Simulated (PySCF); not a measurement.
# Ne⁺: ionisation energy

Ne⁺ [He] 2s2 2p5 (2P) → Ne²⁺ [He] 2s2 2p4 (3P), as a difference of total energies. Calculation: PySCF 2.14, in x2c-QZVPPall (7s4p3d2f1g, 57 functions); the spin-free X2C one-electron Hamiltonian (Gaussian nucleus). Correlated levels: valence: 1s2 frozen. The calculations carry no spin-orbit coupling.

| method | ionisation energy (eV) | error (eV) |
| --- | --- | --- |
| UHF | 39.259 | -1.704 |
| MP2 (valence) | 40.852 | -0.111 |
| SCS-MP2 (valence) | 40.861 | -0.102 |
| CCSD (valence) | 40.785 | -0.178 |
| CCSD(T) (valence) | 40.818 | -0.145 |

Reference: 40.963 eV (measured; NIST Atomic Spectra Database, ionization energies).

Errors of the correlated levels include the incompleteness of this basis and the frozen core.
